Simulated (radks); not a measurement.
Task: Sr4+, configuration [Ar] 3d10 4s2 4p4 (the NIST ground configuration). Method: scalar-relativistic Kohn-Sham, PBEsol, spin-polarised, spherical densities, finite nucleus; open shells are filled with parallel spins first (spin-orbit coupling, left out, can overturn this in heavy ions); Fermi nuclear charge, rms radius 4.224 fm; computed with a radial shooting solver on a logarithmic mesh with Libxc functionals. Some entries of the table are withheld. Estimate them.

orbital,occ.,eigenvalue (hartree),<r> (bohr)
1s up,1,-587.0752,0.03918
1s down,1,-587.0657,0.03918
2s up,1,-81.03210,0.1726
2s down,1,-81.02627,0.1726
2p up,3,-72.22237,0.1504
2p down,3,-72.21328,0.1504
3s up,1,-14.00433,0.4921
3s down,1,-13.99294,0.4920
3p up,3,-11.16043,0.4983
3p down,3,-11.14752,0.4980
3d up,5,-6.45986,0.4971
3d down,5,-6.44494,0.4960
4s up,1,-3.13122,1.297
4s down,1,-3.04071,1.298
4p up,3,-2.41385,1.438
4p down,1,-2.32410,1.445
4d up,0,(1),1.856
4d down,0,(2),1.902
5s up,0,-1.15068,2.855
5s down,0,-1.11979,2.896

Result: 
(1) 4d up eigenvalue (hartree): -1.39149
(2) 4d down eigenvalue (hartree): -1.31731
